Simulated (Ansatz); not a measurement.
Process, species as SMILES: [N]=C=O → [N-]=C=O (an electron is taken up)
B3LYP-D3(BJ)/def2-TZVP geometries, fixed; electronic energies without zero-point terms; positive where energy is released.
Largest species:
```xyz
3

N      0.0000     0.0000    -1.2622
C      0.0000     0.0000    -0.0406
O      0.0000     0.0000     1.1348
```
Charge 0, spin multiplicity 2.

Basis-set convergence of the adiabatic electron affinity at PBE with Ansatz (a program for electronic structure). All functions are spherical. Open shells are unrestricted. No added dispersion term, no relativity. Functions are those of the species that has most. Reference: the value in aug-pcseg-3, 3.466 eV, itself unsure by roughly 0.006 eV (its mean distance from aug-cc-pVQZ, def2-QZVPPD). Deviations are taken from unrounded values.

```csv
basis,functions,adiabatic electron affinity (eV)
cc-pVDZ,42,2.676
aug-cc-pVDZ,69,3.461
def2-SVP,42,2.819
def2-SVPD,63,3.433
pcseg-1,42,3.163
aug-pcseg-1,69,3.505
6-311G**,54,2.998
6-311+G**,66,3.503
cc-pVTZ,90,3.164
aug-cc-pVTZ,138,3.468
pcseg-2,90,3.408
aug-pcseg-2,138,3.475
def2-TZVPP,93,3.306
def2-TZVPPD,114,3.432
cc-pVQZ,165,3.326
aug-cc-pVQZ,240,3.465
def2-QZVPP,171,3.409
def2-QZVPPD,192,3.454
pcseg-3,180,3.457
aug-pcseg-3,255,3.466
```

What the diffuse functions change, pair by pair:
- cc-pVDZ to aug-cc-pVDZ: 27 more functions, deviation -0.790 to -0.005 eV
- def2-SVP to def2-SVPD: 21 more functions, deviation -0.647 to -0.033 eV
- pcseg-1 to aug-pcseg-1: 27 more functions, deviation -0.303 to 0.039 eV
- 6-311G** to 6-311+G**: 12 more functions, deviation -0.468 to 0.037 eV
- cc-pVTZ to aug-cc-pVTZ: 48 more functions, deviation -0.302 to 0.002 eV
- pcseg-2 to aug-pcseg-2: 48 more functions, deviation -0.058 to 0.009 eV
- def2-TZVPP to def2-TZVPPD: 21 more functions, deviation -0.160 to -0.034 eV
- cc-pVQZ to aug-cc-pVQZ: 75 more functions, deviation -0.140 to -0.001 eV
- def2-QZVPP to def2-QZVPPD: 21 more functions, deviation -0.057 to -0.012 eV
- pcseg-3 to aug-pcseg-3: 75 more functions, deviation -0.009 to 0.000 eV

Leaving out the reference's own pair, they bring the value nearer the reference by more than 0.006 eV in 9 of 9 pairs.
